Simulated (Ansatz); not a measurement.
A structure relaxed at B3LYP/def2-SVPD in Ansatz, charge -1, singlet:

Cartesian coordinates in Å:
```
Cs 0.2643 -6.1949 -4.2185
Cs 1.2595 2.4521 2.6997
Cs 1.2797 -2.5681 -0.6388
Cs -3.3211 2.3424 -0.3169
Cs -1.2403 6.8732 2.8971
Cs -3.1512 -1.6332 -3.3352
Cs 4.9092 -1.2715 2.9126
```

(1) Give its formula.

(2) Summarise the bond lengths by kind (pairs closer than 1.2 times the sum of covalent radii, bridged metal pairs left out).

Results:

(1) the cluster Cs7⁻.

(2) 8 × Cs–Cs 4.99 to 5.77 Å.

In the def2 sets Cs takes a core potential; there is no spin–orbit coupling. The restricted singlet is unstable towards broken spin symmetry in Hartree–Fock (as tested in another run); at B3LYP/def2-SVPD this wasn't settled. Another isomer (singlet) lies 0.34 eV lower at PBE0/def2-TZVPD; other spin states weren't run for this one.
